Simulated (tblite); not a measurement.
Species: CH11GeNSi2.
Bonds: Si1–C2, C2–Si3, Si3–N4, N4–Ge5. Hydrogens: H6, H7, H8 on Si1; H9, H10 on C2; H11, H12 on Si3; H13 on N4; H14, H15, H16 on Ge5.

Computed with GFN2-xTB (tblite), gas phase: L-BFGS steps from a force-field or distance-geometry start until the largest atomic force falls under 0.01 eV/Å.

The end geometry, which sets the zero of energy:
```
atom  x, y, z in Å
Si1     1.9972    0.0303    1.0349
C2      1.0924   -0.9702   -0.2991
Si3     0.1051    0.0611   -1.5438
N4     -1.1213    0.9158   -0.6623
Ge5    -2.2693    0.2236    0.5578
H6      1.0533    0.7969    1.8516
H7      2.7296   -0.8953    1.9109
H8      2.9588    0.9378    0.4021
H9      1.8175   -1.5713   -0.8467
H10     0.4144   -1.6748    0.1849
H11    -0.4632   -0.8266   -2.5773
H12     0.9104    1.1056   -2.1858
H13    -1.4768    1.7270   -1.1427
H14    -3.1741   -0.8239   -0.0358
H15    -1.4821   -0.3920    1.6662
H16    -3.0995    1.3650    1.0596
```

Task: These geometries come from the run, each turned onto the end geometry. Order them by energy, lowest first.
A.
```
atom  x, y, z in Å
Si1     2.0631    0.0410    1.0275
C2      1.1010   -0.9594   -0.2665
Si3     0.0899    0.0572   -1.5047
N4     -1.1393    0.9284   -0.6409
Ge5    -2.3357    0.2162    0.5217
H6      1.1615    0.8321    1.8690
H7      2.8141   -0.8955    1.8755
H8      3.0156    0.9308    0.3568
H9      1.8063   -1.5660   -0.8346
H10     0.4450   -1.6660    0.2451
H11    -0.4706   -0.8498   -2.5251
H12     0.8958    1.0887   -2.1699
H13    -1.4617    1.7538   -1.1218
H14    -3.2523   -0.7844   -0.1380
H15    -1.5922   -0.4711    1.6190
H16    -3.1482    1.3531    1.0614
```
B.
```
atom  x, y, z in Å
Si1     2.1148    0.0742    0.9902
C2      1.0949   -0.9579   -0.2292
Si3     0.0811    0.0459   -1.4766
N4     -1.0886    0.9412   -0.5587
Ge5    -2.3835    0.1793    0.4528
H6      1.2530    0.8932    1.8461
H7      2.9007   -0.8318    1.8417
H8      3.0308    0.9398    0.2399
H9      1.7611   -1.6294   -0.7678
H10     0.4173   -1.5949    0.3405
H11    -0.5687   -0.8850   -2.4177
H12     0.8575    1.0429   -2.2212
H13    -1.2769    1.8754   -0.8778
H14    -3.2422   -0.7587   -0.3492
H15    -1.7261   -0.6031    1.5453
H16    -3.2326    1.2781    1.0161
```
C.
```
atom  x, y, z in Å
Si1     2.1130    0.0826    0.9751
C2      1.0799   -0.9959   -0.1863
Si3     0.0525    0.0893   -1.3566
N4     -1.0088    1.1192   -0.4444
Ge5    -2.3113    0.2060    0.4451
H6      1.2116    0.8920    1.7800
H7      2.9193   -0.7948    1.8317
H8      2.9943    0.9317    0.1719
H9      1.7225   -1.6382   -0.7805
H10     0.4336   -1.6546    0.3841
H11    -0.7686   -0.7728   -2.2160
H12     0.9606    0.8859   -2.1799
H13    -1.4070    1.8328   -1.0373
H14    -3.0043   -0.6564   -0.5677
H15    -1.7015   -0.6515    1.4914
H16    -3.2932    1.1337    1.0639
```
D.
```
atom  x, y, z in Å
Si1     2.1099    0.0723    0.9568
C2      1.0799   -1.0136   -0.1950
Si3     0.0624    0.0866   -1.3369
N4     -0.9676    1.1989   -0.4136
Ge5    -2.3032    0.2015    0.4405
H6      1.2053    0.8935    1.7701
H7      2.9129   -0.7911    1.8240
H8      2.9922    0.9360    0.1634
H9      1.7533   -1.6375   -0.7912
H10     0.4144   -1.6440    0.4035
H11    -0.7738   -0.7707   -2.2002
H12     0.9727    0.8575   -2.1821
H13    -1.4365    1.8234   -1.0693
H14    -3.0163   -0.6795   -0.6153
H15    -1.6859   -0.6798    1.5303
H16    -3.3274    1.1553    1.0897
```
E.
```
atom  x, y, z in Å
Si1     2.1147    0.0599    0.9950
C2      1.1220   -0.9719   -0.2511
Si3     0.0900    0.0415   -1.4752
N4     -1.1105    0.9125   -0.5721
Ge5    -2.3927    0.1975    0.4878
H6      1.2211    0.8649    1.8310
H7      2.8914   -0.8437    1.8546
H8      3.0484    0.9346    0.2800
H9      1.8012   -1.6134   -0.8131
H10     0.4599   -1.6406    0.3014
H11    -0.5149   -0.8490   -2.4822
H12     0.8712    1.0809   -2.1539
H13    -1.3710    1.7934   -0.9859
H14    -3.2979   -0.7515   -0.2557
H15    -1.7372   -0.5487    1.6027
H16    -3.2033    1.3425    1.0112
```

Result: A (0.005 eV), E (0.010 eV), B (0.020 eV), C (0.163 eV), D (0.280 eV).

In the order of the answer:

| step | E above end (eV) | largest force (eV/Å) | rms force component (eV/Å) | rms distance from end (Å) | rms bond change (Å) | bond most changed (Å) |
| --- | --- | --- | --- | --- | --- | --- |
| 66 | 0.005 | 0.05 | 0.017 | 0.076 | 0.001 | Ge5–H14 +0.003 |
| 47 | 0.010 | 0.03 | 0.012 | 0.157 | 0.001 | Si3–H11 -0.002 |
| 26 | 0.020 | 0.06 | 0.023 | 0.203 | 0.002 | Ge5–H15 +0.004 |
| 4 | 0.163 | 0.49 | 0.124 | 0.282 | 0.007 | Ge5–H16 -0.012 |
| 1 | 0.280 | 0.98 | 0.224 | 0.297 | 0.027 | N4–Ge5 +0.060 |

What follows is the cost of the whole relaxation. The run took 0.52 s of wall time on one thread of an Arm Neoverse V2, shared host with 96 logical CPUs at a one-minute load of 13.
